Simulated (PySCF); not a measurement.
Q: Give a PBE0-D3(BJ)/def2-SVP geometry of `C[Si@H](P)[SiH2]c1ccco1`.

A: 
```xyz
20
C5H11OPSi2 angstrom
C      3.2883    1.3634   -0.0611
Si     1.7904    0.2583    0.2401
P      1.8169   -1.4080   -1.3051
Si    -0.2205    1.4179   -0.1011
C     -1.6451    0.2073   -0.1171
C     -2.7692    0.0639    0.6566
C     -3.4604   -1.0886    0.1755
C     -2.7066   -1.5659   -0.8560
O     -1.6183   -0.7993   -1.0381
H      4.2220    0.7950    0.0721
H      3.3019    2.2114    0.6406
H      3.2714    1.7614   -1.0872
H      1.8176   -0.2772    1.6402
H      2.9329   -2.0747   -0.7063
H      0.8497   -2.2013   -0.6193
H     -0.5003    2.3974    0.9942
H     -0.1447    2.1593   -1.4004
H     -3.0660    0.7149    1.4767
H     -4.3936   -1.5075    0.5455
H     -2.8175   -2.4124   -1.5295
```

Any rigid rotation of these coordinates is as good. Atoms count from 1 in this order. The 5-membered ring C5–C6–C7–C8–O9 has internal angles of 105.7° to 110.5° (sum 540°, against 540° for a flat polygon); it is planar, 0.00 Å rms from its mean plane, widest ring torsion 0°. Si4 (SiH2 silicon) is tetrahedral (angles from 106.7° to 112.2°). Si2 (SiH silicon) is distorted tetrahedral (angles from 105.9° to 111.9°). P3 (three-coordinate phosphorus) is pyramidal (angles 94.2°, 93.9° and 93.8°, sum 281.9°, 0.86 Å off the plane of its three neighbours).

Bonds between heavy atoms (Å): C1–Si2 1.886, Si2–P3 2.273, Si2–Si4 2.346, Si4–C5 1.870, C5–C6 1.372, C6–C7 1.427, C7–C8 1.364, C8–O9 1.344, C5–O9 1.365.

Method used: PBE0-D3(BJ)/def2-SVP geometry optimisation, gas phase in PySCF 2.14.0.

Point group: C1 (no symmetry element, even within 0.4 Å). No PBE0-D3(BJ)/def2-SVP frequencies stand behind this structure, so it isn't proved a minimum. The numbers are those of one conformer (C1–Si2–P3–H 72° and 166°, C1–Si2–Si4–C5 169°, Si2–Si4–C5–C6 120°).

Time: 8.5 min; peak memory 0.91 GiB. Hardware: one thread of an Arm Neoverse V2, no GPU, on a shared host. That covers the optimisation of the geometry.
